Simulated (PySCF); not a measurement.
C7H6ClN.
Atom-mapped SMILES: `[H]/[N:1]=[CH:2]\[c:3]1[cH:4][cH:5][c:6]([Cl:7])[cH:8][cH:9]1` (hydrogens: H10 on N1; H11 on C2; H12 on C4; H13 on C5; H14 on C8; H15 on C9)

Computed, not measured: PBE0-D3(BJ)/def2-SVP geometry optimisation, gas phase (PySCF 2.14.0).

**Question.** List the bond lengths, angles and torsions at this level.

**Answer.** 
```tsv
bond	length (bohr)	order
N1=C2	2.398	double
C2–C3	2.795	single
C3–C4, C3–C9	2.647	aromatic
C4–C5, C8–C9	2.626	aromatic
C5–C6, C6–C8	2.637	aromatic
C6–Cl7	3.266	single
N1–H10	1.939	single
C2–H11	2.086	single
C4–H12, C9–H15	2.066	single
C5–H13, C8–H14	2.061	single
```

Bonds in one row agree within 0.02 bohr and their mean is given. Orders are formal, as drawn. A selection of angles:
```tsv
angle	degrees
N1–C2–C3	129.0
C2–C3–C4	122.6
C2–C3–C9	118.9
C4–C3–C9	118.4
C3–C4–C5	121.1
C4–C5–C6	119.3
C5–C6–Cl7	119.6
C5–C6–C8	120.8
H10–N1–C2	111.1
```

Dihedral angles: N1–C2–C3–C4 0° (synperiplanar); H10–N1–C2–C3 0° (synperiplanar).

The 6-membered ring C3–C4–C5–C6–C8–C9 has internal angles of 118.4° to 121.3° (sum 720°, against 720° for a flat polygon); it is planar, 0.00 Å rms from its mean plane, widest ring torsion 0°. The 7 C–C bonds span 1.388 Å (C4–C5, aromatic) to 1.479 Å (C2–C3, drawn single), a spread of 0.091 Å. Of the pairs four or more bonds apart, H10···H12 is among the closest relative to their van der Waals radii: 2.04 Å, 85 % of the sum of Bondi's values. The 9 heavy atoms lie in one plane (0.001 Å rms).

Point group: Cs (every atom within 0.08 Å of its image). PBE0-D3(BJ)/def2-SVP frequencies: not computed here. The numbers are those of one conformer.
